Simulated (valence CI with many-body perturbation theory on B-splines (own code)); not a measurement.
# E1 line list for Pt LXIII

Calculated by configuration interaction combined with many-body perturbation theory (CI+MBPT): six valence electrons over a frozen Dirac-Fock core [Ne], radial functions for each j: 9 s, 9 p, 8 d, 6 f, 3 g, 1 h, with the one-electron correlation potential Σ1 (screened to all orders), the two-electron term Σ2, the three-electron term Σ3, Breit, model QED; selected single and double excitations, second order for the rest, scaled by the run's own slope (own B-spline code, finite nucleus).

The last digits are not significant, and no measured levels were compared; by estimate large intervals hold to a few tenths of a per cent, small ones and those within an open d or f shell to about a per cent. Among the levels kept, up to 1000 cm⁻¹ of a level comes from second order outside the variational space, and about a tenth of that is noise between levels of different J, which matters for small intervals.

Lines 1 to 50 of 120 in falling wavelength, among levels below 837.73 eV, chosen from the strongest by gf and those to the six lowest levels. Wavelengths and rates use the calculated energies. Electric multipoles are in the length gauge with retardation, E1 and E2 with the static RPA response of the core. Weak lines are less certain than strong ones. Lines between different terms over intervals too small for the method are left out, as are lines whose strength nearly cancels. The highest levels of a list are the least certain.

Levels are named by their leading jj configuration (3d3/2^4 stands for four electrons in 3d with j = 3/2), which in mixed levels can hold well under half, so a name can repeat and another be missing. Letters in brackets count levels of one name in rising energy.

```
λ vac (nm)                               Upper                           Lower   A (s⁻¹)  log gf  Branch %
     27.40  (3s^2 3p1/2 3p3/2^2 3d5/2) J=3 [a]      (3s^2 3p1/2^2 3d5/2^2) J=4  8.77e+05   -4.16       0.0
     21.08  (3s^2 3p1/2 3p3/2^2 3d5/2) J=4 [b]      (3s^2 3p1/2^2 3d5/2^2) J=4  2.07e+06   -3.91       0.7
     19.99      (3s^2 3p1/2 3p3/2^2 3d5/2) J=5      (3s^2 3p1/2^2 3d5/2^2) J=4  9.14e+05   -4.22       0.4
     19.40      (3s^2 3p1/2 3p3/2^2 3d3/2) J=4  (3s^2 3p1/2^2 3d3/2 3d5/2) J=4  2.12e+06   -3.97       1.4
     17.07  (3s^2 3p1/2 3p3/2^2 3d3/2) J=3 [a]  (3s^2 3p1/2^2 3d3/2 3d5/2) J=3  1.09e+06   -4.48       0.0
     15.31      (3s^2 3p1/2 3p3/2^2 3d3/2) J=4  (3s^2 3p1/2^2 3d3/2 3d5/2) J=3  1.02e+06   -4.49       0.7
     15.03            (3s^2 3p1/2 3p3/2^3) J=1  (3s^2 3p1/2^2 3p3/2 3d5/2) J=2  3.86e+06   -4.41       0.4
     13.39            (3s^2 3p1/2 3p3/2^3) J=2  (3s^2 3p1/2^2 3p3/2 3d5/2) J=2  7.85e+06   -3.98       1.0
     13.30  (3s^2 3p1/2 3p3/2^2 3d3/2) J=3 [b]  (3s^2 3p1/2^2 3d3/2 3d5/2) J=4  2.83e+06   -4.28       0.0
     11.63  (3s^2 3p1/2 3p3/2^2 3d3/2) J=2 [c]  (3s^2 3p1/2^2 3d3/2 3d5/2) J=2  4.21e+06   -4.37       0.0
     10.47  (3s^2 3p1/2 3p3/2^2 3d3/2) J=2 [c]  (3s^2 3p1/2^2 3d3/2 3d5/2) J=3  4.89e+06   -4.40       0.0
     9.709          (3s^2 3p1/2^2 3d3/2^2) J=2  (3s^2 3p1/2^2 3p3/2 3d5/2) J=3  5.53e+07   -3.41       0.2
     8.406          (3s^2 3p1/2^2 3d3/2^2) J=2  (3s^2 3p1/2^2 3p3/2 3d5/2) J=2  3.57e+07   -3.72       0.1
     8.110  (3s^2 3p1/2 3p3/2^2 3d3/2) J=1 [a]      (3s^2 3p1/2^2 3d3/2^2) J=0  1.56e+07   -4.34       0.0
     8.011  (3s^2 3p1/2 3p3/2^2 3d5/2) J=3 [a]  (3s^2 3p1/2^2 3d3/2 3d5/2) J=2  5.94e+06   -4.40       0.1
     7.601  (3s^2 3p1/2 3p3/2^2 3d5/2) J=4 [b]  (3s^2 3p1/2^2 3d3/2 3d5/2) J=4  2.86e+07   -3.65       9.5
     7.454      (3s^2 3p1/2 3p3/2^2 3d5/2) J=5  (3s^2 3p1/2^2 3d3/2 3d5/2) J=4  1.00e+08   -3.04      38.3
     7.441  (3s^2 3p1/2 3p3/2^2 3d5/2) J=3 [a]  (3s^2 3p1/2^2 3d3/2 3d5/2) J=3  1.20e+07   -4.16       0.1
     7.430      (3s^2 3p1/2 3p3/2^2 3d5/2) J=1  (3s^2 3p1/2^2 3d3/2 3d5/2) J=1  2.29e+07   -4.24       0.0
     7.323      (3s^2 3p1/2 3p3/2^2 3d5/2) J=0  (3s^2 3p1/2^2 3d3/2 3d5/2) J=1  1.16e+08   -4.03       0.1
     7.049  (3s^2 3p1/2 3p3/2^2 3d3/2) J=2 [a]      (3s^2 3p1/2^2 3d3/2^2) J=2  2.04e+07   -4.12       0.2
     6.881  (3s^2 3p1/2 3p3/2^2 3d5/2) J=4 [b]  (3s^2 3p1/2^2 3d3/2 3d5/2) J=3  9.91e+07   -3.20      33.0
     6.722  (3s^2 3p1/2 3p3/2^2 3d3/2) J=3 [a]      (3s^2 3p1/2^2 3d3/2^2) J=2  1.21e+08   -3.24       0.2
     6.606            (3s^2 3p1/2 3p3/2^3) J=1  (3s^2 3p1/2^2 3p3/2 3d3/2) J=0  2.70e+07   -4.28       2.6
     6.599            (3s^2 3p1/2 3p3/2^3) J=1  (3s^2 3p1/2^2 3p3/2 3d3/2) J=1  3.64e+07   -4.15       3.5
     6.529            (3s 3p1/2^2 3p3/2^3) J=2        (3s^2 3p1/2 3p3/2^3) J=2  1.38e+10   -1.36       1.1
     6.287            (3s^2 3p1/2 3p3/2^3) J=1  (3s^2 3p1/2^2 3p3/2 3d3/2) J=2  2.47e+06   -5.36       0.2
     6.276            (3s^2 3p1/2 3p3/2^3) J=2  (3s^2 3p1/2^2 3p3/2 3d3/2) J=3  9.46e+06   -4.55       1.2
     6.263            (3s^2 3p1/2 3p3/2^3) J=2  (3s^2 3p1/2^2 3p3/2 3d3/2) J=1  1.70e+08   -3.30      22.4
     6.237  (3s^2 3p1/2 3p3/2^2 3d5/2) J=3 [b]  (3s^2 3p1/2^2 3d3/2 3d5/2) J=2  2.29e+07   -4.03       0.9
     6.200            (3s 3p1/2^2 3p3/2^3) J=2        (3s^2 3p1/2 3p3/2^3) J=1  1.96e+10   -1.25       1.5
     5.982            (3s^2 3p1/2 3p3/2^3) J=2  (3s^2 3p1/2^2 3p3/2 3d3/2) J=2  1.15e+08   -3.51      15.1
     5.895  (3s^2 3p1/2 3p3/2^2 3d3/2) J=1 [b]      (3s^2 3p1/2^2 3d3/2^2) J=0  1.44e+08   -3.65       0.0
     5.886  (3s^2 3p1/2 3p3/2^2 3d5/2) J=3 [b]  (3s^2 3p1/2^2 3d3/2 3d5/2) J=3  1.13e+07   -4.39       0.5
     5.867            (3s 3p1/2^2 3p3/2^3) J=1        (3s^2 3p1/2 3p3/2^3) J=2  3.30e+10   -1.29       2.3
     5.599            (3s 3p1/2^2 3p3/2^3) J=1        (3s^2 3p1/2 3p3/2^3) J=1  1.06e+10   -1.82       0.7
     5.582  (3s^2 3p1/2 3p3/2^2 3d3/2) J=3 [b]      (3s^2 3p1/2^2 3d3/2^2) J=2  1.94e+08   -3.20       0.0
     5.385  (3s^2 3p1/2 3p3/2^2 3d3/2) J=2 [c]      (3s^2 3p1/2^2 3d3/2^2) J=2  1.30e+08   -3.55       0.0
     5.372  (3s^2 3p1/2 3p3/2^2 3d3/2) J=2 [a]        (3s^2 3p1/2 3p3/2^3) J=2  2.99e+09   -2.19      28.8
     5.296  (3s^2 3p1/2 3p3/2^2 3d3/2) J=1 [a]        (3s^2 3p1/2 3p3/2^3) J=2  2.76e+10   -1.46       4.6
     5.238  (3s^2 3p1/2 3p3/2^2 3d3/2) J=1 [b]      (3s^2 3p1/2^2 3d3/2^2) J=2  3.30e+07   -4.39       0.0
     5.187      (3s^2 3p1/2^2 3d3/2 3d5/2) J=2  (3s^2 3p1/2^2 3p3/2 3d5/2) J=1  8.62e+09   -1.76       2.2
     5.180  (3s^2 3p1/2 3p3/2^2 3d3/2) J=3 [a]        (3s^2 3p1/2 3p3/2^3) J=2  3.13e+09   -2.05       4.3
     5.177      (3s^2 3p1/2^2 3p3/2 3d3/2) J=1      (3s^2 3p1/2^2 3p3/2^2) J=0  6.37e+09   -2.11      26.9
     5.177      (3s^2 3p1/2^2 3d3/2 3d5/2) J=3  (3s^2 3p1/2^2 3p3/2 3d5/2) J=3  4.98e+09   -1.85       1.5
     5.147  (3s^2 3p1/2 3p3/2^2 3d3/2) J=2 [a]        (3s^2 3p1/2 3p3/2^3) J=1  1.08e+09   -2.67      10.4
     5.113      (3s^2 3p1/2 3p3/2^2 3d3/2) J=0        (3s^2 3p1/2 3p3/2^3) J=1  1.70e+10   -2.18      95.6
     5.077  (3s^2 3p1/2 3p3/2^2 3d3/2) J=1 [a]        (3s^2 3p1/2 3p3/2^3) J=1  2.41e+08   -3.55       0.0
     5.073      (3s^2 3p1/2^2 3d3/2 3d5/2) J=1  (3s^2 3p1/2^2 3p3/2 3d5/2) J=1  3.13e+09   -2.44       0.8
     4.933      (3s^2 3p1/2^2 3d3/2 3d5/2) J=2  (3s^2 3p1/2^2 3p3/2 3d5/2) J=3  6.51e+09   -1.93       1.7
```

Question: How does gf follow from A for the line at 6.287 nm?

Answer: gf = 1.4992 × (2J+1)_upper × A / σ², with σ = 1590495 cm⁻¹ and 2J+1 = 3: gf = 4.39e-06.
